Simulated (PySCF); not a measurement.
C2H6Si, SMILES C1C[SiH2]1.

Coordinates come from a B3LYP-D3(BJ)/def2-TZVP optimisation.

Computed with TDA-B3LYP/def2-SVPD (PySCF).

Vertical excitations. The molecule is in vacuum. State labels are in the subgroup C2v.

| state | symmetry | energy (eV) | λ (nm) | f | main pairs |
|---|---|---|---|---|---|
| S1 | B2 | 6.20 | 200 | 0.002 | HOMO→LUMO+1 97 % |
| S2 | A1 | 6.45 | 192 | 0.215 | HOMO→LUMO 90 % |
| S3 | B2 | 6.71 | 185 | 0.031 | HOMO→LUMO+2 96 % |
| S4 | A2 | 7.09 | 175 | 0.000 | HOMO→LUMO+4 99 % |
| S5 | B2 | 7.14 | 174 | 0.003 | HOMO→LUMO+3 65 %, HOMO−1→LUMO 34 % |
| S6 | B2 | 7.44 | 167 | 0.012 | HOMO−1→LUMO 64 %, HOMO→LUMO+3 33 % |
| S7 | A1 | 7.63 | 162 | 0.000 | HOMO−1→LUMO+1 65 %, HOMO→LUMO+5 31 % |
| S8 | A1 | 7.84 | 158 | 0.000 | HOMO→LUMO+5 51 %, HOMO−1→LUMO+1 34 %, HOMO−1→LUMO+2 10 % |
| S9 | A2 | 8.27 | 150 | 0.000 | HOMO→LUMO+6 93 % |
| S10 | A1 | 8.37 | 148 | 0.240 | HOMO−1→LUMO+2 82 % |
| T1 | A1 | 5.05 | 245 | 0 | HOMO→LUMO 96 % |
| T2 | B2 | 6.03 | 206 | 0 | HOMO→LUMO+1 97 % |
| T3 | B2 | 6.25 | 198 | 0 | HOMO→LUMO+2 73 %, HOMO−1→LUMO 14 % |
| T4 | A2 | 6.65 | 186 | 0 | HOMO→LUMO+4 97 % |
Triplets are in the Tamm–Dancoff approximation.
